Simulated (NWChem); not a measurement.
System: C2H6MgO; SMILES C[O][Mg][CH3]

The following NWChem deck was run.

```
start job
memory heap 200 mb stack 900 mb global 1100 mb
geometry units angstroms noautoz
  Mg    -0.545976     0.407368     0.147449
  C     -1.785996     1.299592     1.564490
  H     -1.925151     0.657888     2.450802
  H     -2.789135     1.510332     1.156777
  H     -1.373766     2.258743     1.921086
  O      0.515798    -0.350364    -1.062926
  C      1.350868    -0.923536    -1.985921
  H      1.866940    -0.168256    -2.613972
  H      2.146155    -1.535231    -1.512390
  H      0.810235    -1.595865    -2.683464
end
basis spherical
  * library def2-tzvp
end
dft
  xc r2scan
  iterations 150
  mulliken
end
task dft energy
```

The geometry was optimised at PBE0/def2-SVP.

Question: What results follow from this input? (r2SCAN/def2-TZVP.) Quantities: energy (Ha); highest occupied level (eV); orbital gap (eV); dipole (D).

Answer: 
```
Quantity                      Result
---------------------------  -------
energy (Ha)                  -355.09
highest occupied level (eV)    -5.75
orbital gap (eV)                4.74
dipole (D)                      0.47
```
